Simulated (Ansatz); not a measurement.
AlBH8OSi2 (`[AlH2][O]B[SiH2][SiH3]`). The species carries charge 0 and has multiplicity 1.

Cartesian coordinates in Å:
```
Al -0.197 3.051 -0.872
O -0.768 1.657 -0.108
B -1.162 0.543 0.507
Si 0.211 -0.774 1.227
Si 0.664 -2.350 -0.448
H -0.024 4.334 0.026
H 0.105 2.941 -2.415
H -2.344 0.306 0.583
H 1.503 -0.107 1.572
H -0.271 -1.511 2.430
H 1.663 -3.360 -0.003
H 1.202 -1.664 -1.656
H -0.581 -3.065 -0.842
```

**Question.** List the harmonic frequencies (cm⁻¹, unscaled) at PBE0-D4/def2-TZVP in Ansatz. (Best estimate.)

**Answer.** The calculation gave: 19, 58, 93, 100, 106, 176, 247, 352, 418, 457, 493, 551, 606, 618, 679, 701, 724, 782, 801, 878, 920, 941, 943, 1122, 1440, 1963, 1976, 2183, 2200, 2208, 2217, 2220, 2529.

**Question.** Is this a minimum?

**Answer.** Yes, all 33 modes are real.

**Question.** Give the ideal-gas thermochemistry at 298.15 K and 1 bar (rigid rotor, harmonic oscillator; point group C1, symmetry number 1).

**Answer.** Zero-point energy 189.7 kJ/mol; H(298) − E = 219.0 kJ/mol; entropy 426.4 J/(mol·K), of which translation 168.4, rotation 121.3, vibration 136.7; G(298) − E = 91.9 kJ/mol. Modes under 100 cm⁻¹ are hindered rotations or soft bends, so the harmonic entropy is rough.

**Question.** And at 400, 500, 600, 800 and 1000 K?

**Answer.** 
| T (K) | H − E (kJ/mol) | S (J/mol/K) | G − E (kJ/mol) |
| --- | --- | --- | --- |
| 400 | 235.9 | 474.9 | 46.0 |
| 500 | 254.8 | 517.0 | -3.7 |
| 600 | 275.6 | 554.8 | -57.3 |
| 800 | 321.3 | 620.4 | -175.0 |
| 1000 | 371.1 | 675.9 | -304.8 |
